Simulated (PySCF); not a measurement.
# 19F shifts, computed and measured

Computed: GIAO PBE0/pcSseg-1, IEF-PCM chloroform, PySCF SCF with an in-house response code, geometries PBE0-D3(BJ)/def2-SVP, one conformer, no vibrational averaging, against isolated CFCl3 at the same level. Measured: against CFCl3, in the medium listed. The two scales can differ by a constant.

```
                                                                       compound (atom-mapped SMILES)  atom  computed / ppm  measured / ppm      medium
               [F:1][c:2]1[cH:3][cH:4][cH:5][c:6](-[c:7]2[cH:8][cH:9][cH:10][cH:11][cH:12]2)[cH:13]1    F1          -114.5          -113.2  not stated
             [CH3:1][CH2:2][O:3][C:4](=[O:5])[C@H:6]([F:7])[c:8]1[cH:9][cH:10][cH:11][cH:12][cH:13]1    F7          -228.1            -174  not stated
[O:1]=[C:2]([F:3])[c:4]1[cH:5][cH:6][cH:7][c:8](-[c:9]2[cH:10][cH:11][cH:12][cH:13][cH:14]2)[cH:15]1    F3            13.2            18.7       CDCl3
```

(1) Give computed and measured shifts for these two.

| compound (atom-mapped SMILES) | atom |
| --- | --- |
| [F:1][c:2]1[cH:3][cH:4][c:5](-[c:6]2[cH:7][cH:8][cH:9][cH:10][cH:11]2)[cH:12][cH:13]1 | F1 |
| [CH3:1][N:2]([C:3](=[O:4])[C:5]([F:6])([F:7])[F:8])[C:9](=[O:10])[C:11]([F:12])([F:13])[F:14] | F6/7/8/12/13/14 |

(2) How well does this level do over the whole set?

Results:

(1) 
```tsv
compound (atom-mapped SMILES)	atom	computed / ppm	measured / ppm	medium
[F:1][c:2]1[cH:3][cH:4][c:5](-[c:6]2[cH:7][cH:8][cH:9][cH:10][cH:11]2)[cH:12][cH:13]1	F1	-116.7	-116.4	not stated
[CH3:1][N:2]([C:3](=[O:4])[C:5]([F:6])([F:7])[F:8])[C:9](=[O:10])[C:11]([F:12])([F:13])[F:14]	F6/7/8/12/13/14	-82.5	-71.3	not stated
```

(2) Computed less measured averages -14.5 ppm, and the scatter about that mean is 20.2 ppm (rms) over 5 compounds.

Measured values: G. Saielli, R. Bini, A. Bagno, Computational 19F NMR. 2. Organic compounds, RSC Adv. 2014, ESI; Mengjie Cen, Xi Yang, Shanshan Zhang, Liguang Gan, Long Liu, Tieqiao Chen, Facile synthesis of acyl fluorides through deoxyfluorination of carboxylic acids.
